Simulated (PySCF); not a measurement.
Gas-phase reaction: 2 Ge2O2 + 2 NO2 ⇌ 4 GeO2 + N2

Energies from PySCF, thermal terms from the rigid-rotor harmonic-oscillator model, ideal gas at 1 bar. † marks an energy on the PBE0/def2-TZVP geometry and frequencies. Open shells (unrestricted): NO2 (multiplicity 2); the rest are closed-shell singlets. Ge: all electrons, no relativistic terms. Ge2O2, GeO2: computed as isolated molecules; such fragments, hydroxides, amides, oligomers or adducts are transient or little studied in the gas.

PBE0/def2-SVP† gives ΔH°(298 K) = 409 kJ.

What do ωB97X-V/def2-TZVP†, BLYP/def2-TZVP†, PBE0/def2-QZVP† give?

ωB97X-V/def2-TZVP†: 273 kJ; BLYP/def2-TZVP†: 160 kJ; PBE0/def2-QZVP†: 286 kJ. For scale, ΔH°(298 K) is 409 kJ at this level, 275 kJ at ωB97M-V/def2-TZVP†, and runs from 11 to 446 kJ over the 20 levels computed.
